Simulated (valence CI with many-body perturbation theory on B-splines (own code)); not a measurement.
Missing levels of K¹²⁺

Computed by configuration interaction combined with many-body perturbation theory (CI+MBPT): five valence electrons over a frozen Dirac-Fock core [He], a basis of 9 s, 9 p, 8 d, 6 f, 3 g, 1 h functions for each j, with the one-electron correlation potential Σ1 (screened to all orders), the two-electron term Σ2, the three-electron term Σ3, Breit, model QED; selected single and double excitations, second order for the rest, scaled by the run's own slope (own B-spline code, finite nucleus).

No measured spectrum was set against this ion. As an estimate, levels of excited configurations hold to 0.05 to 0.15 % of their energy, terms of the ground configuration to about 0.5 %. Among the levels kept, up to 2400 cm⁻¹ of a level comes from second order outside the variational space, and about a tenth of that is noise between levels of different J, which matters for small intervals.

| Level | E (cm⁻¹) |
| --- | --- |
| 2s²2p³ ⁴S°_3/2 | 0 |
| 2s²2p³ ²D°_3/2 | ? |
| 2s²2p³ ²D°_5/2 | 106030 |
| 2s²2p³ ²P°_1/2 | 161050 |
| 2s²2p³ ²P°_3/2 | 168480 |
| 2s2p⁴ ⁴P_5/2 | 480650 |
| 2s2p⁴ ⁴P_3/2 | 496390 |
| 2s2p⁴ ⁴P_1/2 | 503880 |
| 2s2p⁴ ²D_3/2 | 662250 |
| 2s2p⁴ ²D_5/2 | 663320 |
| 2s2p⁴ ²S_1/2 | 770460 |
| 2s2p⁴ ²P_3/2 | 802180 |
| 2s2p⁴ ²P_1/2 | ? |
| 2p⁵ ²P°_3/2 | ? |
| 2p⁵ ²P°_1/2 | 1282400 |
| 2s²2p²3s ⁴P_1/2 | ? |
| 2s²2p²3s ⁴P_3/2 | 3309500 |
| 2s²2p²3s ⁴P_5/2 | 3322900 |
| 2s²2p²3s ²P_1/2 | ? |
| 2s²2p²3s ²P_3/2 | ? |

Problem. The levels stand in rising order. What does the calculation give for the missing energies?

Solution. 2s²2p³ ²D°_3/2 100890; 2s2p⁴ ²P_1/2 823340; 2p⁵ ²P°_3/2 1257100; 2s²2p²3s ⁴P_1/2 3298100; 2s²2p²3s ²P_1/2 3333900; 2s²2p²3s ²P_3/2 3349600.
